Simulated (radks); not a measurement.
Results of a calculation; reference values are marked as such.
Au I, 79 electrons, occupied as [Xe] 4f14 5d10 6s1.

Level of theory: non-relativistic Kohn-Sham, PBEsol, spin-polarised, spherical densities, point nucleus; open shells are filled with parallel spins first (spin-orbit coupling, left out, can overturn this in heavy ions); relativity is left out, which matters for an element this heavy (a radial shooting solver on a logarithmic mesh with Libxc functionals).

Energy parts (hartree):
part                       energy
total                 -17864.7779
kinetic                17860.0090
electron-nucleus      -42558.2692
Hartree                 7170.9673
exchange-correlation    -337.4850

Orbitals (lengths in bohr, moments of r in powers of bohr; <r^-3> diverges for s and p1/2; r(max) is where P^2 peaks):
orbital  occ.  eigenvalue (hartree)      <r>      <r^2>  <r^-3>   r(max)
1s up       1             -2684.555  0.01917  0.0004909       -  0.01272
1s down     1             -2684.554  0.01917  0.0004909       -  0.01272
2s up       1             -448.0110  0.08074   0.007638       -  0.06915
2s down     1             -448.0111  0.08074   0.007638       -  0.06915
2p up       3             -430.7535  0.06822   0.005634   17430  0.05362
2p down     3             -430.7535  0.06822   0.005634   17430  0.05362
3s up       1             -104.8464   0.2038    0.04730       -   0.1890
3s down     1             -104.8463   0.2038    0.04730       -   0.1890
3p up       3             -96.70329   0.1941    0.04354    3795   0.1777
3p down     3             -96.70318   0.1941    0.04354    3795   0.1777
3d up       5             -81.49675   0.1695    0.03355   676.3   0.1396
3d down     5             -81.49672   0.1695    0.03355   676.3   0.1396
4s up       1             -22.09527   0.4489     0.2269       -   0.4215
4s down     1             -22.09505   0.4489     0.2269       -   0.4215
4p up       3             -18.58383   0.4530     0.2328   895.1   0.4207
4p down     3             -18.58361   0.4530     0.2328   895.1   0.4207
4d up       5             -12.12518   0.4610     0.2452   140.9   0.4133
4d down     5             -12.12497   0.4610     0.2452   140.9   0.4133
4f up       7              -3.47054   0.4868     0.2858   30.57   0.3700
4f down     7              -3.47034   0.4868     0.2858   30.57   0.3700
5s up       1              -3.10366    1.027      1.185       -   0.9353
5s down     1              -3.10395    1.027      1.184       -   0.9354
5p up       3              -1.99266    1.120      1.421   149.9   0.9924
5p down     3              -1.99244    1.119      1.417   150.1   0.9925
5d up       5              -0.29917    1.589      3.051   12.63    1.204
5d down     5              -0.29194    1.566      2.948   12.91    1.202
6s up       1              -0.16413    3.317      12.71       -    2.690
6s down     0              -0.13445    3.329      12.86       -    2.662

The highest occupied level is 6s up at -4.466 eV. The density falls to 0.001 e/bohr^3 at r = 4.37 bohr. Spin moment in Bohr magnetons: 1. The spin density at the nucleus is 12.90 e/bohr^3 (1s 0.03, 2s 0.02, 3s 0.01, 4s -0.01, 5s -0.02, 6s 12.87).
